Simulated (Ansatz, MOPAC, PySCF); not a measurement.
Complex: SiH4 (SMILES [SiH4]) (first 5 atoms) with CH3NO (SMILES NC=O); geometry from B3LYP-D3(BJ)/def2-TZVP, rigid monomers moved along the line of their centres of mass till Si1···O8 is 3.56 Å.
(charge 0, multiplicity 1):
```xyz
11

Si    -0.0140    -0.0004     0.1624
H      0.6147     1.0408     1.0129
H      0.2391     0.3896    -1.2487
H     -1.4700    -0.0371     0.3943
H      0.6207    -1.3088     0.4132
N      0.8475     0.5241     4.4922
C     -0.0325    -0.5029     4.5135
O     -0.5868    -0.9629     3.5385
H      1.0707     0.9651     3.6137
H      1.2684     0.8659     5.3376
H     -0.2035    -0.8972     5.5312
```

Interaction energies are E(AB) − E(A) − E(B) at the monomers' geometry in the complex; basis-set methods are counterpoise corrected.

The state that AM1, PM6 reach isn't checked.

The values were computed with Ansatz (a first-principles code); MOPAC for AM1, PM6 (differences of heats of formation); PySCF for the dispersion terms. Values without a source in brackets are computed.

### Question
Give the interaction energy at the level PM6.

### Answer
-1.4 kcal/mol

### Question
What interaction energy does AM1 give?

### Answer
0.2 kcal/mol

### Question
Give the interaction energy at the level r2SCAN-D4/def2-TZVPPD.

### Answer
-2.2 kcal/mol
